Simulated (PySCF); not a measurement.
Cartesian coordinates (Å):
SMILES: Br[B]Br
```xyz
3

Br     1.6754    -0.2824     0.0000
B     -0.0002     0.5659     0.0000
Br    -1.6753    -0.2834     0.0000
```
Charge 0, spin multiplicity 2.

### Question
What is the computed highest occupied spin orbital, dipole moment and total energy (PBE0-D3(BJ)/def2-TZVP (PySCF 2.14.0))?

### Answer

| Property | Result |
|---|---|
| highest occupied spin orbital | -6.32 eV |
| dipole moment | 0.42 D |
| total energy | -140751.82 eV |
